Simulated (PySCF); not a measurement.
A structure optimised at PBE-D3(BJ)/def2-TZVPD, used in a PySCF frequency run:

```
Zr
H 1 1.9378
H 1 1.9378 2 121.29
H 1 1.9378 2 103.91 3 116.12
H 1 1.9378 2 103.91 4 127.77
```
Charge -1, spin multiplicity 2.

Problem. Write its SMILES, formula and point group.

Solution. [ZrH4-], H4Zr, D2d

Problem. What are its rotational constants (standard atomic weights)?

Solution. 53.823, 53.823, 43.941 GHz
